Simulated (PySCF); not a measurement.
C3H6BFO2, SMILES C=C(C)OB(O)F. Geometry: PBE-D3(BJ)/def2-SVP. Other conformers were not sampled.

Computed equilibrium geometry at PBE-D3(BJ)/def2-SVP (PySCF confirms it by a frequency run) as a Z-matrix (one conformer of several):
```
C
C 1 1.3476
O 1 1.3814 2 124.01
B 3 1.3680 1 128.56 2 -27.56
F 4 1.3497 3 122.33 1 -8.54
O 4 1.3625 5 120.40 3 179.07
H 6 0.9732 4 111.25 5 -0.34
H 2 1.0975 1 122.25 3 2.00
H 2 1.0981 8 118.37 1 -179.63
C 1 1.4990 2 125.28 8 179.81
H 10 1.1049 1 111.43 2 -0.18
H 10 1.1100 11 109.04 1 121.89
H 10 1.1104 11 108.98 12 116.05
```
Charge 0, spin multiplicity 1.
